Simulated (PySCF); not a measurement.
Vanadium: a sound run and one with changed settings

Sound run: V [Ar] 3d3 4s2, V⁺ [Ar] 3d4. Calculation: PySCF 2.14, in def2-TZVP (6s4p4d1f, 45 functions); no relativity, point nucleus. In the sound run the correlated levels freeze [Ar]. The sound run starts from symmetry-adapted Hartree-Fock orbitals and uses a fine grid where one is needed.

Changed run: initial guess sap, at most 50 SCF cycles.

```json
{"species": "V", "method": "UHF", "sound run (hartree)": "-942.87233", "changed run (hartree)": "-942.87233", "converged": "yes"}
{"species": "V", "method": "M06-L", "sound run (hartree)": "-943.84008", "changed run (hartree)": "-943.84924", "converged": "yes"}
{"species": "V", "method": "LDA", "sound run (hartree)": "-941.71436", "changed run (hartree)": "-941.70006", "converged": "no"}
{"species": "V", "method": "MP2", "sound run (hartree)": "-942.92103", "changed run (hartree)": "-942.92103", "converged": "yes"}
{"species": "V⁺", "method": "UHF", "sound run (hartree)": "-942.65616", "changed run (hartree)": "-942.66317", "converged": "yes"}
{"species": "V⁺", "method": "M06-L", "sound run (hartree)": "-943.61397", "changed run (hartree)": "-943.60814", "converged": "yes"}
{"species": "V⁺", "method": "LDA", "sound run (hartree)": "-941.48644", "changed run (hartree)": "-941.48575", "converged": "no"}
```

The plain start fixes occupations by D2h representation alone, and V at M06-L, V⁺ at UHF, V⁺ at M06-L landed in another state (other ⟨L²⟩ or ⟨S²⟩).
